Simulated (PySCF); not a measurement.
Electronic structure of S (sulfur, neutral) at the UHF level

Configuration: [Ne] 3s2 3p4, high-spin 3P determinant. Computed with PySCF 2.14 in def2-TZVP (5s5p2d1f, 37 functions), with the non-relativistic Hamiltonian (point nucleus).

```
Total energy                                                  : -397.501955 hartree
One-electron energy                                           : -549.3919 hartree
Hartree (Coulomb) energy                                      : 176.9251 hartree
Exchange energy                                               : -25.0351 hartree
Kinetic energy                                                : 397.49850 hartree
⟨S²⟩                                                          : 2.0120
⟨L²⟩                                                          : 2.044
Sum of ⟨r⟩                                                    : 15.46 bohr
Sum of ⟨r²⟩                                                   : 29.03 bohr²
Traceless quadrupole moment −½Σ⟨3z² − r²⟩ along its main axis : -2.19 e·bohr²
Density at the nucleus (Gaussians lack the cusp)              : 2570 bohr⁻³
Spin density at the nucleus                                   : 0.182 bohr⁻³
Langevin diamagnetic susceptibility                           : -23.0 ×10⁻⁶ cm³/mol
Time after the integrals                                      : 0.17 s of wall time on 1 thread of Neoverse-N1 (shared host)
```

```
shell  electrons  mean orbital energy (hartree)  spread (hartree)  rms radius, mean of both spins (bohr)
 1s α          1                      -92.00984                 0                                  0.113
 1s β          1                      -91.99013                 0                                  0.113
 2s α          1                       -9.01157                 0                                  0.518
 2s β          1                       -8.99281                 0                                  0.518
 2p α          3                       -6.69795           0.02048                                  0.492
 2p β          3                       -6.66300           0.01643                                  0.492
 3s α          1                       -0.98833                 0                                   1.86
 3s β          1                       -0.77321                 0                                   1.86
 3p α          3                       -0.46164           0.07114                                   2.24
 3p β          1                       -0.37829                 0                                   2.24
```
